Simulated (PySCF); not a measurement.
H₄OS₂Si.

```xyz
8

Si    -0.5963    -0.0117     0.0527
O     -0.9191     0.1014     1.6966
S      0.5116     1.6214    -0.8175
S      0.7149    -1.6933    -0.1269
H     -1.8906    -0.1127    -0.7078
H     -1.6021     0.7540     1.9347
H     -0.5980     2.1726    -1.3858
H      0.1683    -2.3107     0.9597
```

Coordinates come from a PBE-D3(BJ)/def2-SVP optimisation. One conformer was computed; it need not be the lowest.

Computed with PBE0/pcSseg-1 run with PySCF. Non-relativistic, no solvent.

Computed absolute GIAO shielding of each atom: isotropic value and principal components (ppm):
```json
[
 {"atom": "Si1", "σ(iso)": "334.8", "σ11": "273.1", "σ22": "327.4", "σ33": "404.0", "span": "130.9"},
 {"atom": "O2", "σ(iso)": "251.0", "σ11": "227.6", "σ22": "258.5", "σ33": "266.9", "span": "39.3"},
 {"atom": "S3", "σ(iso)": "636.4", "σ11": "534.8", "σ22": "618.4", "σ33": "755.8", "span": "221.1"},
 {"atom": "S4", "σ(iso)": "686.9", "σ11": "571.5", "σ22": "637.0", "σ33": "852.2", "span": "280.8"},
 {"atom": "H5", "σ(iso)": "25.1", "σ11": "21.7", "σ22": "23.1", "σ33": "30.5", "span": "8.8"},
 {"atom": "H6", "σ(iso)": "29.4", "σ11": "21.9", "σ22": "24.1", "σ33": "42.2", "span": "20.2"},
 {"atom": "H7", "σ(iso)": "29.9", "σ11": "23.1", "σ22": "26.3", "σ33": "40.2", "span": "17.1"},
 {"atom": "H8", "σ(iso)": "29.7", "σ11": "21.7", "σ22": "26.8", "σ33": "40.7", "span": "19.0"}
]
```
